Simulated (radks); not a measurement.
The calcium ion Ca+, 19 electrons, occupied as [Ar] 4s1 (the NIST ground configuration).

Calculated with a radial shooting solver on a logarithmic mesh with Libxc functionals: scalar-relativistic Kohn-Sham, PBE, spin-polarised, spherical densities, point nucleus; open shells are filled with parallel spins first.

Energy parts (hartree):
total: -680.10131
kinetic: 684.74103
electron-nucleus: -1610.55965
Hartree: 281.55241
exchange-correlation: -35.83510

Orbitals (lengths in bohr, moments of r in powers of bohr; <r^-3> diverges for s and p1/2):
orbital,occ.,eigenvalue (hartree),<r^4>,<r>,<r^-3>,<r^2>
1s up,1,-145.3955,0.0001626,0.07685,-,0.007943
1s down,1,-145.3944,0.0001626,0.07685,-,0.007943
2s up,1,-15.48408,0.04386,0.3643,-,0.1572
2s down,1,-15.48293,0.04385,0.3643,-,0.1572
2p up,3,-12.55772,0.03686,0.3278,187.0,0.1330
2p down,3,-12.55662,0.03685,0.3278,187.0,0.1330
3s up,1,-1.98471,3.872,1.155,-,1.541
3s down,1,-1.98039,3.832,1.154,-,1.536
3p up,3,-1.28299,6.396,1.269,19.62,1.900
3p down,3,-1.27738,6.236,1.264,19.72,1.883
4s up,1,-0.34320,321.2,3.577,-,14.49

The highest occupied level is 4s up at -9.339 eV. For comparison, the ionisation energy in NIST's Atomic Spectra Database is 11.872 eV (measured). In exact Kohn-Sham theory the highest level is minus the ionisation energy, but local and semilocal functionals leave it too shallow, through self-interaction and a potential that decays too fast; potentials with the right tail come closer. The density falls to 0.001 e/bohr^3 at r = 4.29 bohr. Spin moment in Bohr magnetons: 1. Summed over all electrons, <r^2> = 30.04 bohr^2, which gives a Langevin (diamagnetic) susceptibility term of -23.8 x 10^-6 cm^3/mol.
